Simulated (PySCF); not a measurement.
C₂H₇BeNS, SMILES C[N](C)[Be][SH].

Coordinates come from a r2SCAN-D4/def2-SVP optimisation. The structure was generated by enumeration; whether it is a known compound was not checked. One conformer was computed; it need not be the lowest.

Two levels are set side by side: TDA-PBE/def2-SVPD (PySCF) and TDA-LC-ωPBE/def2-SVPD (PySCF). Vertical, same geometry. The lowest singlet is HOMO→LUMO 94 % with PBE and HOMO→LUMO+2 50 %, HOMO→LUMO+5 42 % with the other functional; states are paired by order. Differences are taken from unrounded values.

```csv
quantity,TDA-LC-ωPBE
lowest singlet excitation (eV),5.91
lowest triplet excitation (TDA) (eV),5.43
first bright state (f over 0.05) (eV),6.67
its oscillator strength,0.22
```

Question: What does TDA-PBE give, and how far is it from TDA-LC-ωPBE? (An estimate is asked for; the answer gives what the named calculation found.)

Answer: 
| quantity | TDA-PBE | TDA-PBE minus TDA-LC-ωPBE |
|---|---|---|
| lowest singlet excitation (eV) | 4.49 | -1.42 |
| lowest triplet excitation (TDA) (eV) | 4.23 | -1.19 |
| first bright state (f over 0.05) (eV) | 5.23 | -1.44 |
| its oscillator strength | 0.06 | -0.16 |

A lower first singlet is the usual sign of a functional without exact exchange. Differences between two approximate levels are no errors against the true value.

Rough cost on one machine, each run with all the roots and properties that it gave: TDA-LC-ωPBE against TDA-PBE about 3 times.
